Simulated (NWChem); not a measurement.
**Correlation energy of thionyl fluoride (F2OS)**

```
S
O 1 1.4371
F 1 1.6164 2 106.71
F 1 1.6164 2 106.71 3 98.06
```
Charge 0, spin multiplicity 1.

The numbers come from NWChem runs, not from measurements. The geometry was optimised at PBE0/def2-SVP, a minimum by its harmonic frequencies.

Basis set: def2-SVP. Each correlation energy counts from its own Hartree-Fock reference.

```csv
method,correlation energy (mHa),difference from CCSD(T)
MP2,-705.9,+24.0
SCS-MP2,-677.1,+52.8
CR-CCSD[T],-727.1,+2.7
CR-CCSD(T),-725.1,+4.7
CCSD,-710.6,+19.2
CCSD+T(CCSD),-732.6,-2.8
CCSD(T),-729.9,0.0
```

The values span 55.5 mHa, from CCSD+T(CCSD) (lowest) to SCS-MP2 (highest). 

The correlated methods keep 8 core orbitals frozen. No row is a measurement; the coupled-cluster row has its own basis-set and correlation limits.
